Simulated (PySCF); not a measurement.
# Mayer bond orders and bond lengths

C6H9N3S.
SMILES with atom numbers: `[CH2:1]=[CH:2][CH2:3][n:4]1[n:5][cH:6][c:7]([S:8][CH3:9])[n:10]1` (hydrogens: H11, H12 on C1; H13 on C2; H14, H15 on C3; H16 on C6; H17, H18, H19 on C9)

Structure used (GFN2-xTB), in Å, numbered top down from 1:
```xyz
19
C6H9N3S angstrom
C     -3.1645    1.1178   -0.2221
C     -2.5205   -0.0315   -0.2726
C     -1.6196   -0.5396    0.8169
N     -0.3335   -0.8960    0.2866
N     -0.1183   -2.0135   -0.3606
C      1.1493   -1.9610   -0.7299
C      1.6762   -0.7430   -0.2672
S      3.2935   -0.1317   -0.4470
C      3.0988    1.4579    0.4063
N      0.7062   -0.0932    0.3706
H     -3.0829    1.7777    0.6260
H     -3.8085    1.4437   -1.0203
H     -2.6035   -0.6874   -1.1282
H     -2.0542   -1.4392    1.2653
H     -1.4616    0.2230    1.5813
H      1.6255   -2.7455   -1.2775
H      4.0670    1.9468    0.3788
H      2.3528    2.0501   -0.1136
H      2.7880    1.2740    1.4295
```

Bond orders from the PBE0/pcSseg-1 density (PySCF). The structure is a single GFN2-xTB conformer in the gas phase; no vibrational or solvent corrections.

Where do the orders between heavy atoms depart from those drawn in the SMILES?

The largest departure is 0.289, at N10–N4 (drawn aromatic, 1.211), counting aromatic bonds as 1.5. The bonds drawn aromatic range from 1.21 to 1.51.

Give the Mayer order of every bond, beside its length.

```tsv
bond	drawn as	length (Å)	Mayer order
C1–C2	double	1.318	1.986
C2–C3	single	1.502	1.026
C3–N4	single	1.436	0.880
N4–N5	aromatic	1.309	1.244
N5–C6	aromatic	1.321	1.510
C6–C7	aromatic	1.405	1.281
C7–S8	single	1.738	1.015
S8–C9	single	1.815	0.998
C7–N10	aromatic	1.330	1.413
N10–N4	aromatic	1.316	1.211
C1–H11	single	1.078	0.955
C1–H12	single	1.076	0.952
C2–H13	single	1.081	0.951
C3–H14	single	1.095	0.929
C3–H15	single	1.091	0.940
C6–H16	single	1.069	0.988
C9–H17	single	1.085	0.952
C9–H18	single	1.085	0.947
C9–H19	single	1.085	0.946
```

By pair of heavy elements: C–C: lowest C2–C3 (1.026, 1.502 Å), highest C1–C2 (1.986, 1.318 Å). C–N: lowest C3–N4 (0.880, 1.436 Å), highest N5–C6 (1.510, 1.321 Å). N–N: lowest N10–N4 (1.211, 1.316 Å), highest N4–N5 (1.244, 1.309 Å). C–S: all 2 within 0.02 of one another (0.998 to 1.015).

Sum the orders of all bonds at each heavy atom with more than one neighbour and set the sums beside the valence in the SMILES.

C1 3.893 (drawn 4), C2 3.963 (drawn 4), C3 3.775 (drawn 4), N4 3.335 (drawn 3), N5 2.754 (drawn 3), C6 3.779 (drawn 4), C7 3.709 (drawn 4), S8 2.013 (drawn 2), C9 3.843 (drawn 4), N10 2.624 (drawn 3). Orders between atoms that aren't bonded are not in these sums.

Mayer orders depend on the basis set.
